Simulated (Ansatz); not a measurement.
Basis-set extrapolation for `B[SiH](C)C` (PBE0-D4/def2-TZVP geometry, frozen core, Ansatz 0.2.0). Multiplicity 1, RHF reference.

|  | def2-TZVPP | def2-QZVPP |
| --- | --- | --- |
| HF | -394.624569 | -394.638694 |
| MP2 correlation | -0.585356 | -0.623113 |
| CCSD(T) correlation | -0.670166 | not run |

Energies in hartree. Use E(X) = E(∞) + A·exp(−7.88·√X) for Hartree–Fock and E(X) = E(∞) + B·X^(−2.97) for correlation, with X = 3 and 4, and add CCSD(T) minus MP2 of the smaller set to the MP2 limit.

Question: What is the CCSD(T) energy at the basis-set limit?

Answer: HF limit: -394.638694 + (-0.014125) × 0.13774 = -394.64064. MP2 limit: -0.623113 + (-0.037757) × 0.74074 = -0.65108. Higher-order term: -0.670166 − (-0.585356) = -0.08481. Total: -395.37653 hartree, 214.8 kJ/mol below CCSD(T)/def2-TZVPP.
